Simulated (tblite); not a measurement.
Species: C6H7N2 (doublet state).
SMILES: `[H]/N=C1\C[C]2C=N[C@@H]1C2`

Level: GFN2-xTB in tblite, geometry and Hessian alike; calculated harmonic values, unscaled, isolated species. This tight-binding method is rough: wavenumbers can miss measured ones by several per cent, in bad cases by 10 to 20. Open shells enter through the occupations alone, without spin polarisation, and single modes of such species can be off by tens of per cent.

Harmonic wavenumbers (cm⁻¹): 127.5, 336.0, 390.0, 416.6, 474.3, 548.7, 600.3, 719.4, 759.0, 799.4, 844.4, 861.9, 896.5, 930.5, 947.8, 972.4, 992.0, 1015.5, 1031.9, 1050.2, 1104.0, 1144.8, 1166.5, 1177.9, 1191.3, 1204.6, 1238.3, 1243.7, 1440.9, 1477.4, 1615.1, 1790.0, 2974.8, 2998.8, 3015.6, 3027.6, 3040.6, 3128.2, 3354.7.

A = 3875, B = 2335, C = 2129 MHz; mass 107.061 u (most abundant isotopes); point group C1, symmetry number 1; spin multiplicity 2.

Problem. Zero-point energy?

Solution. Half the sum of the wavenumbers: 26025 cm⁻¹ = 74.41 kcal/mol.

Problem. Entropy at 298.15 K, 1 bar (ideal gas, RRHO, classical rotation)?

Solution. Translation 39.95, rotation 27.21, vibration 10.14, spin (R ln 2) 1.38: S = 78.7 cal/(mol K).

Problem. And Cp and H(298.15 K) − H(0)?

Solution. Cp = 26.40 cal/(mol K), of which vibrations give 18.45 (their classical limit is 39 R = 77.5); H(298.15 K) − H(0) = 4.35 kcal/mol without the zero-point energy, 1.98 from vibrations.

Problem. How do the functions run with temperature in this model?

Solution. 
```json
{"T (K)": "150", "S (cal/(mol K))": "65.8", "Cp (cal/(mol K))": "13.3", "H − H(0) (kcal/mol)": "1.47", "G − H(0) (kcal/mol)": "-8.40", "ln q(vib)": "0.45"}
{"T (K)": "250", "S (cal/(mol K))": "74.5", "Cp (cal/(mol K))": "21.7", "H − H(0) (kcal/mol)": "3.19", "G − H(0) (kcal/mol)": "-15.42", "ln q(vib)": "1.25"}
{"T (K)": "400", "S (cal/(mol K))": "87.8", "Cp (cal/(mol K))": "36.0", "H − H(0) (kcal/mol)": "7.54", "G − H(0) (kcal/mol)": "-27.58", "ln q(vib)": "3.04"}
{"T (K)": "600", "S (cal/(mol K))": "105.2", "Cp (cal/(mol K))": "50.0", "H − H(0) (kcal/mol)": "16.24", "G − H(0) (kcal/mol)": "-46.91", "ln q(vib)": "6.06"}
{"T (K)": "900", "S (cal/(mol K))": "128.1", "Cp (cal/(mol K))": "62.2", "H − H(0) (kcal/mol)": "33.24", "G − H(0) (kcal/mol)": "-82.02", "ln q(vib)": "10.95"}
```

q(vib) and H(0) count from the zero-point level.

Problem. What must be added to the electronic energy to get the Gibbs energy at 298.15 K and 1 bar?

Solution. ZPE + [H(298.15 K) − H(0)] − T·S = 74.41 + 4.35 − 23.46 = 55.30 kcal/mol.

Hindered rotation and anharmonicity are outside this model. The structure is chiral; the term R ln 2 for an equal mix with its mirror image is left out.
